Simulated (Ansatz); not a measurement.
Geometry optimisation, RKS PBE/def2-SVP in Ansatz 0.2.0.

The input (input.yaml):

```yaml
crystal:
  periodic: [false, false, false]
  atoms:
    - { symbol: B, position_ang: [0.090724, -0.455484, -0.427393] }
    - { symbol: F, position_ang: [0.089373, 0.020797, 2.046043] }
    - { symbol: Cl, position_ang: [1.593218, 0.279137, -0.955189] }
    - { symbol: F, position_ang: [-1.065119, 0.106048, -0.732391] }
    - { symbol: H, position_ang: [0.110698, -1.537162, 0.096703] }
    - { symbol: H, position_ang: [0.209206, -0.878737, 1.836427] }
basis:
  gaussian: { orbitals: def2-SVP }
hamiltonian:
  xc: pbe
relax:
  f_tol: 0.03
  max_steps: 50
```

Launched with:

```bash
$ ansatz run input.yaml --threads 1 --pin off --max-ram 2048MiB --backend cpu --events-out ev --progress --plain --runs-dir out
```

Problem. Where does it end, and by what steps?

Solution. It converged. After 9 steps the energy has fallen by 0.020 eV; H6 moved furthest, 0.25 Å.

| step | energy less start (eV) | largest force component (eV/Å) | accepted |
| --- | --- | --- | --- |
| 0 | 0.0000 | 0.382 | yes |
| 1 | -0.0074 | 0.457 | yes |
| 2 | 0.0134 | 0.845 | no |
| 3 | -0.0097 | 0.432 | yes |
| 4 | -0.0153 | 0.110 | yes |
| 5 | -0.0173 | 0.368 | yes |
| 6 | -0.0185 | 0.159 | yes |
| 7 | -0.0191 | 0.061 | yes |
| 8 | -0.0197 | 0.033 | yes |
| 9 | -0.0199 | 0.015 | yes |

```xyz
6
Properties=species:S:1:pos:R:3
B 0.104 -0.466 -0.417
F 0.113 0.044 1.852
Cl 1.593 0.318 -0.944
F -1.057 0.129 -0.651
H 0.126 -1.626 -0.055
H 0.149 -0.865 2.079
```

Whether the end is a true minimum wasn't checked by a vibrational analysis.

Run time: 8.2 s on 1 thread of Intel(R) Xeon(R) 6975P-C (Granite Rapids) (shared host), peak memory 0.14 GiB.
